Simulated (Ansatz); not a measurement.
Consider the formal exchange of groups at the Hf–Se bond: `[F][Hf]([F])([SeH])[SeH]` + `CCF` → `[F][Hf]([F])([F])[SeH]` + `CC[SeH]`.

Gas-phase electronic energies from Ansatz, PBE0-D4/def2-TZVP geometries. CCSD(T)/CBS adds triple-zeta CCSD(T) − MP2 to the extrapolated MP2 energy (def2 sets, frozen cores). Elements past krypton have def2 core potentials. For Hf, Se outer-core shells are correlated without core-valence functions, which leaves a few kJ/mol of doubt a bond. Scalar relativity is left out up to krypton. One conformer a species, not always the lowest.

```json
{"species": "`[F][Hf]([F])([SeH])[SeH]`", "MP2/CBS(def2) energy (Eh)": "-5050.29914"}
{"species": "`CCF`", "MP2/CBS(def2) energy (Eh)": "-178.85359"}
{"species": "`[F][Hf]([F])([F])[SeH]`", "MP2/CBS(def2) energy (Eh)": "-2748.83596"}
{"species": "`CC[SeH]`", "MP2/CBS(def2) energy (Eh)": "-2480.36082"}
```

Q: Work out ΔE.

A: ΔE = (-2748.83596) + (-2480.36082) − (-5050.29914) − (-178.85359) = -0.04405 Eh = -27.6 kcal/mol. CCSD(T)/CBS gives -26.5 kcal/mol.

Largest T1 diagnostic among the species: 0.015.

In def2-TZVPP, CCSD(T) changes the Hartree–Fock value by −2.3 kcal/mol (the triples alone add +0.1 kcal/mol) and MP2 by −3.4 kcal/mol. From PBE to PBE0 (25 % exact exchange), in def2-TZVPP and without D4, ΔE moves by +0.8 kcal/mol.
